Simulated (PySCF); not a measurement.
From computed data to an observable: chemical shift, span and skew from a shielding tensor

CH₃F₃OSi, SMILES O[Si](F)(F)CF. Atoms are numbered in the order given.

```xyz
9

O     -1.1929     0.5803     0.9711
Si    -0.3139    -0.2632    -0.1402
F     -0.5087    -1.8586     0.0846
F     -0.8449     0.0209    -1.6491
C      1.5040     0.2363     0.0510
F      1.5169     1.4469     0.7667
H     -0.6481     1.2853     1.3729
H      2.0139     0.3848    -0.9258
H      2.0772    -0.5287     0.6203
```
Charge 0, spin multiplicity 1.

Geometry: PBE-D3(BJ)/def2-SVP. This is a generated structure with no PubChem entry under its InChIKey; it may be hypothetical. The values are those of a single conformer.

GIAO shieldings from PySCF with PBE/pcSseg-1, non-relativistic, no solvent. The symmetric part of the tensor of F6 has the principal values 419.3, 459.6, 481.4 ppm. The same nucleus in CFCl3 has σ = 133.6 ppm at this level (PySCF, at its B3LYP-D3(BJ)/def2-TZVP geometry).

**Question.** Work out the isotropic shielding, the ¹⁹F shift against CFCl3, the span and the skew.

**Answer.** 
σ(iso) = (σ11 + σ22 + σ33)/3 = 453.4 ppm. δ = σ(ref) − σ(iso) = 133.6 − (453.4) = -319.8 ppm.
Span Ω = σ33 − σ11 = 62.1 ppm. Skew κ = 3(σ(iso) − σ22)/Ω = -0.30. Tumbling in solution averages the tensor to δ; in a static solid the shielding alone would spread this spin-1/2 line over Ω.
